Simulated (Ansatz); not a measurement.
A short molecular-dynamics run on Ca4O4.

```yaml
crystal:
  periodic: [false, false, false]
  atoms:
    - {symbol: Ca, position_ang: [-1.616825, 2.213009, 0.148196]}
    - {symbol: Ca, position_ang: [2.220351, 1.601699, 0.291664]}
    - {symbol: Ca, position_ang: [1.613844, -2.217650, -0.103730]}
    - {symbol: Ca, position_ang: [-2.216754, -1.596248, -0.341350]}
    - {symbol: O, position_ang: [-0.403403, -2.561678, -0.294982]}
    - {symbol: O, position_ang: [0.403119, 2.561185, 0.297337]}
    - {symbol: O, position_ang: [2.574875, -0.415698, 0.128354]}
    - {symbol: O, position_ang: [-2.575218, 0.415391, -0.125480]}
basis:
  gaussian: {orbitals: def2-SVP}
magnetization: {spin_polarized: true, initial_magnetization: 0}
hamiltonian: {xc: {name: BLYP}, dispersion: d3bjatm}
md: {timestep: 2 fs, n_steps: 20, ensemble: nve, temperature: 300, initial_velocities: maxwell_boltzmann, seed: 945}
scf: {omitted_lower_state_checks: [starts]}
```

```sh
$ ansatz run in.yaml --threads 4 --pin off --events-out ev --progress --plain --max-ram 8704MiB
```

```
step  time (fs)  potential energy (eV)  kinetic (eV)  T (K)  conserved (eV)
   0        0.0            -81934.9610        0.2327    300     -81934.7284
   1        2.0            -81934.9547        0.2264    292     -81934.7283
   2        4.0            -81934.9365        0.2085    269     -81934.7280
   3        6.0            -81934.9108        0.1832    236     -81934.7276
   4        8.0            -81934.8842        0.1571    203     -81934.7272
   5       10.0            -81934.8636        0.1367    176     -81934.7269
   6       12.0            -81934.8539        0.1271    164     -81934.7268
   7       14.0            -81934.8567        0.1298    167     -81934.7269
   8       16.0            -81934.8697        0.1425    184     -81934.7273
   9       18.0            -81934.8873        0.1596    206     -81934.7277
  10       20.0            -81934.9028        0.1748    225     -81934.7281
  11       22.0            -81934.9107        0.1825    235     -81934.7282
  12       24.0            -81934.9082        0.1801    232     -81934.7282
  13       26.0            -81934.8962        0.1683    217     -81934.7279
  14       28.0            -81934.8787        0.1511    195     -81934.7276
  15       30.0            -81934.8609        0.1337    172     -81934.7272
  16       32.0            -81934.8482        0.1212    156     -81934.7270
  17       34.0            -81934.8438        0.1168    151     -81934.7270
  18       36.0            -81934.8482        0.1210    156     -81934.7271
  19       38.0            -81934.8592        0.1318    170     -81934.7274
  20       40.0            -81934.8731        0.1454    188     -81934.7276
```

Velocities are drawn at the set temperature; a run this short doesn't reach equilibrium.

Frames (Å, forces in eV/Å):

```xyz
8
time=0.0 fs
Ca   -1.617    2.213    0.148   -0.111    0.146    0.015
Ca    2.220    1.602    0.292    0.148    0.109    0.019
Ca    1.614   -2.218   -0.104    0.108   -0.149   -0.002
Ca   -2.217   -1.596   -0.341   -0.150   -0.110   -0.023
O    -0.403   -2.562   -0.295   -0.009   -0.080   -0.012
O     0.403    2.561    0.297    0.013    0.080    0.007
O     2.575   -0.416    0.128    0.079   -0.016    0.002
O    -2.575    0.415   -0.125   -0.079    0.019   -0.006
8
time=2.0 fs
Ca   -1.617    2.207    0.148   -0.105    0.413    0.048
Ca    2.227    1.604    0.290   -0.019    0.233    0.027
Ca    1.609   -2.215   -0.105    0.104   -0.040    0.009
Ca   -2.220   -1.599   -0.340   -0.142   -0.008   -0.011
O    -0.410   -2.571   -0.297    0.039   -0.059   -0.006
O     0.393    2.562    0.301    0.309    0.020    0.014
O     2.582   -0.408    0.134    0.025   -0.183   -0.021
O    -2.558    0.425   -0.128   -0.210   -0.376   -0.060
8
time=4.0 fs
Ca   -1.618    2.202    0.148   -0.091    0.684    0.085
Ca    2.233    1.607    0.289   -0.169    0.341    0.034
Ca    1.604   -2.212   -0.106    0.098    0.061    0.021
Ca   -2.224   -1.602   -0.339   -0.127    0.081   -0.002
O    -0.417   -2.581   -0.299    0.082   -0.035    0.000
O     0.384    2.563    0.304    0.580   -0.031    0.021
O     2.589   -0.401    0.140   -0.028   -0.336   -0.043
O    -2.542    0.434   -0.132   -0.345   -0.765   -0.115
8
time=6.0 fs
Ca   -1.618    2.198    0.147   -0.069    0.938    0.120
Ca    2.239    1.610    0.287   -0.296    0.424    0.041
Ca    1.599   -2.210   -0.107    0.089    0.147    0.031
Ca   -2.228   -1.605   -0.338   -0.107    0.146    0.005
O    -0.424   -2.591   -0.301    0.122   -0.008    0.005
O     0.376    2.563    0.308    0.810   -0.072    0.026
O     2.595   -0.395    0.146   -0.076   -0.462   -0.063
O    -2.527    0.441   -0.135   -0.472   -1.113   -0.165
8
time=8.0 fs
Ca   -1.619    2.194    0.147   -0.039    1.149    0.152
Ca    2.245    1.613    0.286   -0.395    0.477    0.046
Ca    1.595   -2.207   -0.108    0.076    0.217    0.040
Ca   -2.232   -1.607   -0.337   -0.080    0.179    0.008
O    -0.430   -2.601   -0.303    0.155    0.020    0.011
O     0.370    2.564    0.312    0.983   -0.103    0.029
O     2.602   -0.390    0.151   -0.121   -0.555   -0.079
O    -2.512    0.446   -0.139   -0.580   -1.384   -0.207
8
time=10.0 fs
Ca   -1.619    2.191    0.147   -0.006    1.292    0.176
Ca    2.250    1.617    0.285   -0.462    0.493    0.051
Ca    1.590   -2.204   -0.109    0.062    0.269    0.047
Ca   -2.236   -1.610   -0.335   -0.050    0.175    0.007
O    -0.436   -2.611   -0.304    0.183    0.050    0.016
O     0.366    2.564    0.315    1.089   -0.124    0.029
O     2.608   -0.386    0.157   -0.161   -0.608   -0.092
O    -2.500    0.447   -0.143   -0.655   -1.547   -0.234
8
time=12.0 fs
Ca   -1.620    2.190    0.148    0.029    1.348    0.189
Ca    2.255    1.621    0.283   -0.498    0.472    0.053
Ca    1.585   -2.200   -0.111    0.044    0.302    0.052
Ca   -2.240   -1.612   -0.334   -0.016    0.131    0.003
O    -0.442   -2.621   -0.306    0.205    0.080    0.022
O     0.366    2.564    0.319    1.121   -0.136    0.025
O     2.614   -0.383    0.162   -0.196   -0.620   -0.102
O    -2.488    0.444   -0.148   -0.689   -1.579   -0.243
8
time=14.0 fs
Ca   -1.621    2.190    0.148    0.063    1.311    0.189
Ca    2.260    1.626    0.282   -0.501    0.415    0.055
Ca    1.581   -2.197   -0.112    0.026    0.318    0.056
Ca   -2.244   -1.615   -0.333    0.019    0.045   -0.006
O    -0.447   -2.630   -0.308    0.222    0.110    0.027
O     0.367    2.563    0.323    1.079   -0.139    0.019
O     2.620   -0.382    0.167   -0.226   -0.591   -0.108
O    -2.479    0.438   -0.153   -0.681   -1.470   -0.231
8
time=16.0 fs
Ca   -1.621    2.191    0.149    0.098    1.187    0.176
Ca    2.264    1.631    0.281   -0.474    0.326    0.055
Ca    1.576   -2.193   -0.112    0.006    0.316    0.057
Ca   -2.248   -1.617   -0.332    0.054   -0.082   -0.018
O    -0.451   -2.639   -0.310    0.233    0.138    0.031
O     0.372    2.563    0.327    0.968   -0.134    0.010
O     2.625   -0.383    0.172   -0.251   -0.525   -0.110
O    -2.471    0.428   -0.159   -0.634   -1.226   -0.200
8
time=18.0 fs
Ca   -1.622    2.194    0.149    0.137    0.991    0.153
Ca    2.267    1.637    0.280   -0.418    0.210    0.053
Ca    1.572   -2.189   -0.113   -0.014    0.299    0.057
Ca   -2.252   -1.619   -0.331    0.088   -0.248   -0.033
O    -0.455   -2.648   -0.311    0.238    0.165    0.035
O     0.378    2.562    0.331    0.798   -0.121   -0.002
O     2.629   -0.385    0.176   -0.271   -0.428   -0.110
O    -2.464    0.415   -0.166   -0.559   -0.869   -0.153
8
time=20.0 fs
Ca   -1.622    2.197    0.150    0.181    0.750    0.122
Ca    2.270    1.643    0.279   -0.338    0.074    0.051
Ca    1.567   -2.184   -0.114   -0.032    0.270    0.055
Ca   -2.256   -1.621   -0.330    0.122   -0.443   -0.050
O    -0.458   -2.657   -0.313    0.237    0.190    0.039
O     0.387    2.560    0.335    0.582   -0.098   -0.015
O     2.633   -0.388    0.180   -0.284   -0.309   -0.107
O    -2.459    0.400   -0.172   -0.468   -0.433   -0.095
8
time=22.0 fs
Ca   -1.622    2.201    0.151    0.231    0.489    0.088
Ca    2.273    1.648    0.278   -0.237   -0.073    0.048
Ca    1.563   -2.179   -0.115   -0.048    0.231    0.052
Ca   -2.260   -1.624   -0.329    0.154   -0.656   -0.067
O    -0.461   -2.665   -0.314    0.229    0.212    0.041
O     0.397    2.559    0.339    0.335   -0.068   -0.028
O     2.635   -0.391    0.184   -0.292   -0.177   -0.102
O    -2.455    0.384   -0.179   -0.372    0.042   -0.032
8
time=24.0 fs
Ca   -1.622    2.206    0.152    0.286    0.231    0.053
Ca    2.276    1.654    0.277   -0.123   -0.223    0.045
Ca    1.558   -2.174   -0.116   -0.060    0.185    0.048
Ca   -2.264   -1.628   -0.328    0.184   -0.866   -0.082
O    -0.464   -2.673   -0.316    0.213    0.230    0.043
O     0.408    2.557    0.342    0.074   -0.030   -0.041
O     2.638   -0.395    0.188   -0.294   -0.039   -0.096
O    -2.452    0.368   -0.187   -0.281    0.511    0.030
8
time=26.0 fs
Ca   -1.622    2.210    0.154    0.341   -0.005    0.020
Ca    2.278    1.660    0.276   -0.003   -0.368    0.042
Ca    1.554   -2.169   -0.116   -0.067    0.136    0.043
Ca   -2.267   -1.632   -0.327    0.210   -1.051   -0.094
O    -0.465   -2.680   -0.317    0.189    0.246    0.044
O     0.419    2.555    0.346   -0.182    0.013   -0.052
O     2.639   -0.399    0.191   -0.290    0.097   -0.090
O    -2.449    0.353   -0.194   -0.199    0.933    0.086
8
time=28.0 fs
Ca   -1.621    2.215    0.155    0.393   -0.209   -0.008
Ca    2.281    1.665    0.275    0.114   -0.500    0.039
Ca    1.549   -2.164   -0.117   -0.068    0.088    0.038
Ca   -2.270   -1.638   -0.326    0.233   -1.186   -0.102
O    -0.466   -2.686   -0.318    0.156    0.257    0.044
O     0.430    2.553    0.350   -0.417    0.058   -0.061
O     2.640   -0.403    0.194   -0.282    0.222   -0.083
O    -2.448    0.341   -0.200   -0.129    1.270    0.133
8
time=30.0 fs
Ca   -1.620    2.220    0.156    0.437   -0.375   -0.033
Ca    2.284    1.669    0.274    0.218   -0.612    0.036
Ca    1.544   -2.158   -0.118   -0.062    0.043    0.034
Ca   -2.274   -1.644   -0.325    0.250   -1.248   -0.104
O    -0.467   -2.692   -0.319    0.115    0.264    0.044
O     0.439    2.552    0.353   -0.617    0.100   -0.067
O     2.640   -0.407    0.197   -0.270    0.333   -0.077
O    -2.446    0.332   -0.207   -0.071    1.495    0.167
8
time=32.0 fs
Ca   -1.619    2.224    0.157    0.467   -0.501   -0.052
Ca    2.286    1.673    0.273    0.299   -0.698    0.034
Ca    1.540   -2.153   -0.118   -0.050    0.004    0.031
Ca   -2.276   -1.652   -0.324    0.262   -1.223   -0.101
O    -0.468   -2.697   -0.320    0.069    0.266    0.042
O     0.447    2.550    0.356   -0.768    0.136   -0.072
O     2.640   -0.409    0.200   -0.255    0.424   -0.072
O    -2.444    0.326   -0.213   -0.024    1.592    0.189
8
time=34.0 fs
Ca   -1.617    2.227    0.158    0.483   -0.587   -0.066
Ca    2.289    1.677    0.272    0.349   -0.755    0.034
Ca    1.535   -2.148   -0.119   -0.031   -0.027    0.029
Ca   -2.279   -1.661   -0.324    0.267   -1.110   -0.093
O    -0.468   -2.701   -0.321    0.018    0.264    0.041
O     0.454    2.549    0.359   -0.860    0.162   -0.074
O     2.639   -0.411    0.203   -0.240    0.493   -0.068
O    -2.443    0.324   -0.219    0.013    1.561    0.199
8
time=36.0 fs
Ca   -1.615    2.231    0.159    0.481   -0.635   -0.076
Ca    2.293    1.679    0.271    0.364   -0.780    0.036
Ca    1.530   -2.142   -0.119   -0.006   -0.048    0.028
Ca   -2.281   -1.671   -0.323    0.266   -0.917   -0.082
O    -0.469   -2.705   -0.322   -0.033    0.256    0.038
O     0.458    2.548    0.362   -0.888    0.175   -0.075
O     2.637   -0.411    0.205   -0.224    0.537   -0.066
O    -2.442    0.326   -0.224    0.040    1.412    0.199
8
time=38.0 fs
Ca   -1.612    2.233    0.160    0.461   -0.649   -0.082
Ca    2.297    1.681    0.271    0.342   -0.771    0.040
Ca    1.525   -2.137   -0.120    0.022   -0.059    0.028
Ca   -2.283   -1.682   -0.323    0.258   -0.663   -0.070
O    -0.469   -2.709   -0.322   -0.080    0.244    0.036
O     0.460    2.548    0.365   -0.852    0.175   -0.075
O     2.635   -0.410    0.208   -0.209    0.554   -0.066
O    -2.440    0.331   -0.229    0.057    1.169    0.190
8
time=40.0 fs
Ca   -1.608    2.235    0.161    0.425   -0.631   -0.084
Ca    2.301    1.683    0.270    0.285   -0.731    0.045
Ca    1.520   -2.131   -0.120    0.053   -0.060    0.030
Ca   -2.285   -1.693   -0.323    0.244   -0.373   -0.057
O    -0.470   -2.711   -0.323   -0.120    0.228    0.033
O     0.460    2.548    0.368   -0.755    0.162   -0.074
O     2.632   -0.408    0.210   -0.194    0.545   -0.067
O    -2.438    0.339   -0.233    0.062    0.859    0.174
```

It took 2.1 min on 4 threads of Intel Xeon Platinum 8259CL on a shared host.
